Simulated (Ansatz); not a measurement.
`C[SiH](N)BF` → `C[SiH2]B(N)F`  (isomerisation)

Isolated molecules relaxed with PBE0-D4/def2-TZVP in Ansatz; ΔE leaves out vibrations. CCSD(T)/CBS is the MP2 limit (def2-TZVPP, def2-QZVPP) plus CCSD(T) − MP2 in def2-TZVPP, frozen cores. DFT in def2-TZVPP. B3LYP here is the variant with VWN-RPA as its local correlation; programs differ in this. One conformer a species, not always the lowest.

```
             level  ΔE (kcal/mol)  difference from CCSD(T)/CBS
            PBE-D4          -25.6                         -2.5
         r2SCAN-D4          -25.1                         -2.0
           PBE0-D4          -25.2                         -2.1
           ωB97X-V          -23.6                         -0.5
           ωB97M-V          -24.0                         -0.9
               PBE          -25.7                         -2.6
            r2SCAN          -25.1                         -2.0
              PBE0          -25.3                         -2.2
             B3LYP          -24.5                         -1.4
     HF/def2-TZVPP          -22.3                          0.8
    MP2/def2-TZVPP          -23.5                         -0.4
SCS-MP2/def2-TZVPP          -23.0                          0.1
     HF/def2-QZVPP          -22.0                          1.1
SCS-MP2/def2-QZVPP          -22.5                          0.6
     MP2/CBS(def2)          -22.8                          0.3
    CCSD/CBS(def2)          -22.8                          0.3
       CCSD(T)/CBS          -23.1                            0
```

Largest T1 diagnostic among the species: 0.012.

In def2-TZVPP, CCSD(T) changes the Hartree–Fock value by −1.5 kcal/mol (the triples alone add −0.3 kcal/mol) and MP2 by −1.2 kcal/mol.
